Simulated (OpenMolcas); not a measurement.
# Predicting a hybrid from its neighbours: InCl2F

InCl2F has 4 atoms, charge 0, and is taken as a singlet. As SMILES, `[F][In]([Cl])[Cl]`. Geometry: relaxed at PBE0-D4/def2-TZVP.

The dipole moment y, in D, basis def2-SVP with a core potential; a is the functional's share of exact exchange. Programs: OpenMolcas 26.06.

```
functional     program     a  y (D)
      BLYP  OpenMolcas     0   0.92
    r2SCAN  OpenMolcas     0   0.87
     B3LYP  OpenMolcas   0.2   1.01
      PBE0  OpenMolcas  0.25      ?
     BHLYP  OpenMolcas   0.5   1.10
```

Question: Fit y = c + s·a to the known rows and predict PBE0.

Answer: 
1. Means of the 4 rows: a = 0.1750, y = 0.975.
2. Σ(Δa)² = 0.1675, Σ(Δa·Δy) = 0.0695, so the slope is 0.0695/0.1675 = 0.41493.
3. Intercept: 0.975 − (0.41493) × 0.1750 = 0.902. The largest residual of the fit is 0.032.
4. PBE0: 0.902 + (0.41493) × 0.25 = 1.01 D.

The run gave 0.96 D, so the prediction is off by +0.05 D, more than the largest residual. More exact exchange makes the molecule more polar here. The rows mix families of semi-local functionals, which the line can't see.
